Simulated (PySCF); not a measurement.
3-ethylstyrene, C10H12.
Numbering: `[CH2:1]=[CH:2][c:3]1[cH:4][cH:5][cH:6][c:7]([CH2:8][CH3:9])[cH:10]1` (hydrogens: H11, H12 on C1; H13 on C2; H14 on C4; H15 on C5; H16 on C6; H17, H18 on C8; H19, H20, H21 on C9; H22 on C10)

The same species was optimised twice, with GFN2-xTB and with PBE0-D3(BJ)/def2-SVP (PySCF), and the same property calculations (PySCF, gas phase) were run on both structures.

```
     coordinate  GFN2-xTB  PBE0-D3(BJ)/def2-SVP  change
      C6–C7 (Å)     1.390                 1.402  +0.012
      C1=C2 (Å)     1.328                 1.339  +0.011
      C4–C5 (Å)     1.381                 1.392  +0.011
      C2–C3 (Å)     1.458                 1.469  +0.011
     C3–C10 (Å)     1.394                 1.404  +0.010
     C7–C10 (Å)     1.385                 1.395  +0.010
      C5–C6 (Å)     1.384                 1.392  +0.008
      C3–C4 (Å)     1.396                 1.402  +0.006
      C7–C8 (Å)     1.503                 1.506  +0.003
      C8–C9 (Å)     1.530                 1.527  -0.003
   C7–C8–C9 (°)     110.4                 112.6    +2.2
   C1–C2–C3 (°)     127.0                 127.5    +0.5
  C6–C7–C10 (°)     119.1                 118.5    -0.6
  C3–C10–C7 (°)     121.5                 122.0    +0.5
   C6–C7–C8 (°)     120.5                 120.9    +0.4
   C2–C3–C4 (°)     118.8                 119.1    +0.3
   C5–C6–C7 (°)     120.3                 120.5    +0.2
  C8–C7–C10 (°)     120.4                 120.5    +0.1
C1–C2–C3–C4 (°)       179                   179       0
C6–C7–C8–C9 (°)       -91                   -90      +1
```

Rotational constants: A = 2091, B = 962.1, C = 697.2 MHz (GFN2-xTB) against A = 2062, B = 943.6, C = 683.5 MHz (PBE0-D3(BJ)/def2-SVP). Point groups within 0.08 Å: C1 and C1.

On the GFN2-xTB structure: HOMO (eV) -6.53 [PBE0/pcSseg-1]; LUMO (eV) -1.02 [PBE0/pcSseg-1]; dipole (D) 0.52 [PBE0/pcSseg-1]; GIAO shielding of C1 (ppm) 69.1 [PBE0/pcSseg-1]; GIAO shielding of C2 (ppm) 41.9 [PBE0/pcSseg-1]; GIAO shielding of C3 (ppm) 45.1 [PBE0/pcSseg-1]; GIAO shielding of C4 (ppm) 53.4 [PBE0/pcSseg-1]; GIAO shielding of C5 (ppm) 52.2 [PBE0/pcSseg-1]; GIAO shielding of C6 (ppm) 53.4 [PBE0/pcSseg-1]; GIAO shielding of C7 (ppm) 35.6 [PBE0/pcSseg-1]; GIAO shielding of C8 (ppm) 151.6 [PBE0/pcSseg-1].

Task: What do these properties become on the PBE0-D3(BJ)/def2-SVP structure?

Result: 
```
                                    property          level  on GFN2-xTB  on PBE0-D3(BJ)/def2-SVP  change
                                   HOMO (eV)  PBE0/pcSseg-1        -6.53                    -6.53    0.00
                                   LUMO (eV)  PBE0/pcSseg-1        -1.02                    -1.07   -0.05
                                  dipole (D)  PBE0/pcSseg-1         0.52                     0.51   -0.01
energy, GFN2-xTB geometry as zero (kcal/mol)  PBE0/pcSseg-1          0.0                     -0.6    -0.6
                  GIAO shielding of C1 (ppm)  PBE0/pcSseg-1         69.1                     66.2    -2.9
                  GIAO shielding of C2 (ppm)  PBE0/pcSseg-1         41.9                     39.4    -2.5
                  GIAO shielding of C3 (ppm)  PBE0/pcSseg-1         45.1                     43.3    -1.8
                  GIAO shielding of C4 (ppm)  PBE0/pcSseg-1         53.4                     51.0    -2.4
                  GIAO shielding of C5 (ppm)  PBE0/pcSseg-1         52.2                     50.1    -2.1
                  GIAO shielding of C6 (ppm)  PBE0/pcSseg-1         53.4                     50.4    -3.0
                  GIAO shielding of C7 (ppm)  PBE0/pcSseg-1         35.6                     34.1    -1.5
                  GIAO shielding of C8 (ppm)  PBE0/pcSseg-1        151.6                    150.9    -0.7
```

The heavy atoms differ by 0.025 Å rms after alignment. Among bonds between heavy atoms C1=C2, C2–C3, C4–C5 and C6–C7 change most and about equally (+0.011 to +0.012 Å). Changes are differences of the printed values. Neither structure is proved a minimum here.

Shape of the structure used: `[CH2:1]=[CH:2][c:3]1[cH:4][cH:5][cH:6][c:7]([CH2:8][CH3:9])[cH:10]1`: C1–C2–C3–C4 179°, C6–C7–C8–C9 -90°.
